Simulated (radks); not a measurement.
Results of a calculation; reference values are marked as such.
Task: These are the eigenvalues of the occupied orbitals of an atom or ion with whole-number occupations (eV). Level of theory: non-relativistic Kohn-Sham, BLYP, spin-polarised, spherical densities, point nucleus (a radial shooting solver on a logarithmic mesh with Libxc functionals).

| orbital | eigenvalue |
|---|---|
| 1s up | -9420.992 |
| 1s down | -9420.984 |
| 2s up | -1146.571 |
| 2s down | -1145.875 |
| 2p up | -1012.325 |
| 2p down | -1011.808 |
| 3s up | -138.2510 |
| 3s down | -137.0041 |
| 3p up | -95.5363 |
| 3p down | -94.3109 |
| 3d up | -23.0486 |
| 3d down | -21.9051 |
| 4s up | -11.6178 |
| 4s down | -11.4198 |
| 5s up | -1.6330 |

Which element is it, and in what charge state? The configuration may be excited. Open shells, if any, are filled with parallel spins first.

Result: Z = 30, zinc, charge 0: Zn in [Ar] 3d9 4s2 5s1. The list shows which subshells hold electrons but not how many an open one holds; the 1s level, -346.22 hartree, gives Z - s = 26.3 by -(Z - s)^2/2, which with screening narrows Z to a few neighbours, and the depths of the outer levels then fix element, charge and occupations together.
